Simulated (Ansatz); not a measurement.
Basis-set extrapolation for `[SiH3]SCC=S` (PBE0-D4/def2-TZVP geometry, frozen core, the Gaussian-basis code of Ansatz). Multiplicity 1, RHF reference.

```tsv
	def2-TZVPP	def2-QZVPP
HF	-1163.276494	-1163.311423
MP2 correlation	-0.805921	-0.867400
CCSD(T) correlation	-0.909236	not run
```

Energies in hartree. Use E(X) = E(∞) + A·exp(−7.88·√X) for Hartree–Fock and E(X) = E(∞) + B·X^(−2.97) for correlation, with X = 3 and 4, and add CCSD(T) minus MP2 of the smaller set to the MP2 limit.

Question: What is the CCSD(T) energy at the basis-set limit?

Answer: HF limit: -1163.311423 + (-0.034929) × 0.13774 = -1163.31623. MP2 limit: -0.867400 + (-0.061479) × 0.74074 = -0.91294. Higher-order term: -0.909236 − (-0.805921) = -0.10332. Total: -1164.33249 hartree, 385.3 kJ/mol below CCSD(T)/def2-TZVPP.
